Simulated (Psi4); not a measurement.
Approach curve of the dimer N2 ··· H3N (SMILES N#N and N), singlet. Monomers: optimised at B3LYP-D3(BJ) (def2-TZVP), held rigid. Orientation: lowest of the rigid-body minima from ten starts at GFN2-xTB (searched outside a hard wall at short contacts). Only R, the distance of the centres of mass, is varied, so the lowest point isn't the relaxed dimer. The shortest distances reach bonding range, where SAPT0 and rigid monomers are unreliable.

Computed with SAPT0/jun-cc-pVDZ, frozen core (Psi4 1.11).

Components in kJ/mol:

```csv
R / Å,electrostatics,exchange,induction,dispersion,total
2.09,-301.76,708.90,-126.40,-59.22,221.52
2.34,-138.36,330.83,-48.83,-31.35,112.29
2.54,-73.70,178.14,-24.66,-19.46,60.32
2.72,-41.80,101.51,-13.99,-12.96,32.76
2.96,-19.64,47.59,-6.87,-7.72,13.35
3.13,-11.51,27.70,-4.23,-5.43,6.53
3.39,-5.12,12.05,-2.06,-3.23,1.64
3.75,-1.77,3.80,-0.82,-1.66,-0.45
4.20,-0.56,0.89,-0.31,-0.79,-0.77
4.93,-0.16,0.08,-0.09,-0.28,-0.44
5.92,-0.06,0.00,-0.03,-0.09,-0.16
7.25,-0.02,0.00,-0.01,-0.02,-0.05
```
